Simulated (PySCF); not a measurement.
# Ru(30+) (ruthenium, charge +30): Hartree-Fock from Schrödinger to Dirac-Coulomb-Breit

Occupied: 1s1/2, 2s1/2, 2p1/2, 2p3/2, 3s1/2, 3p1/2. Hartree-Fock calculated with PySCF 2.14 in an uncontracted even-tempered set (21 s from 2.1 bohr⁻², ratio 2.3; 15 p from 2.6 bohr⁻², ratio 2.3), Gaussian nucleus throughout. NR is non-relativistic, sf-X2C the spin-free one-electron X2C Hamiltonian, X2C adds the bare one-electron spin-orbit term, X2C-SNSO screens it by Boettger's factors, DC is four-component Dirac-Coulomb, and the Gaunt and Breit terms are added at first order (total energies over the DC spinors, levels after relaxing the spinors in that mean field). QED terms are absent. Levels marked empty are virtual spinors of this ion; the basis has s and p functions only, so 3d, which can lie below the n = 4 levels, is absent.

| Hamiltonian | E (hartree) | E − E(DC) (hartree) | CPU seconds |
| --- | --- | --- | --- |
| X2C | -3857.5222 | 0.7955 | 0.63 |
| X2C-SNSO | -3857.3872 | 0.9305 | 0.63 |
| DC | -3858.3177 | 0.0000 | 26 |
| DC+Gaunt | -3855.4784 | 2.8393 | 46 |
| DC+Breit | -3855.7346 | 2.5831 | 130 |

```tsv
level (eV)	X2C	X2C-SNSO	DC	DC+Gaunt	DC+Breit
1s1/2	-23809.4	-23809.7	-23825.7	-23780.7	-23783.7
2s1/2	-4779.1	-4779.2	-4781.0	-4776.8	-4777.1
2p1/2	-4543.6	-4539.0	-4539.6	-4532.2	-4533.0
2p3/2	-4393.0	-4395.1	-4396.5	-4391.3	-4392.1
3s1/2	-1817.8	-1817.9	-1818.3	-1817.3	-1817.4
3p1/2	-1740.8	-1739.8	-1739.9	-1738.2	-1738.4
3p3/2 (empty)	-1643.2	-1643.7	-1644.0	-1642.9	-1643.1
4s1/2 (empty)	-913.33	-913.35	-913.49	-913.12	-913.17
```

```csv
interval (eV),X2C,X2C-SNSO,DC,DC+Gaunt,DC+Breit
2p3/2 − 2p1/2,150.6,143.9,143.1,140.9,140.9
```

Weight of the small component: 1s1/2 0.0259, 2s1/2 0.00554, 2p1/2 0.00549, 2p3/2 0.00529, 3s1/2 0.00197, 3p1/2 0.00193, 3p3/2 0.00185, 4s1/2 0.000941.

Koopmans' value for the highest occupied level at DC+Breit: 1738.4 eV, against an ionisation energy of 1743 ± 4 eV (semi-empirical (NIST evaluation); NIST Atomic Spectra Database, ionization energies); the former lacks relaxation, correlation, QED and recoil.

The whole ladder took 210 s of wall time on 1 thread of Neoverse-N1 (shared host), launched as `OMP_NUM_THREADS=1 python relrun2.py TASK.json OUT` (a driver that calls PySCF for each Hamiltonian).
